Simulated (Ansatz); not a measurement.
Mulliken charges of AlH$_{2}$IO (`[OH][AlH][I]`) from B3LYP/def2-TZVPP in Ansatz (PBE0-D4/def2-TZVP geometry).

```csv
atom,x (Å),y (Å),z (Å),charge (e)
O1,-1.247,-0.307,-0.359,-0.395
Al2,0.184,0.427,0.142,0.549
I3,2.261,-0.911,0.261,-0.223
H4,-1.315,-1.228,-0.607,0.181
H5,0.167,1.946,0.522,-0.112
```

By hand: the dipole of these point charges (1 e Å = 4.8032 D).

Σ q r = (-0.167, 0.119, -0.007) e Å, of length 0.205 e Å = 0.98 D.

How does the dipole of the full density compare? (Estimate.)

Ansatz gave: (-0.075, -0.116, -0.046) e Å, 0.70 D; the point charges give 1.40 times that, at 92° from its direction.

Point charges leave out the atoms' own dipoles, such as those of lone pairs, and Mulliken's split depends on the basis, so the two needn't agree.

B3LYP here is the variant with VWN-RPA as its local correlation; programs differ in this.
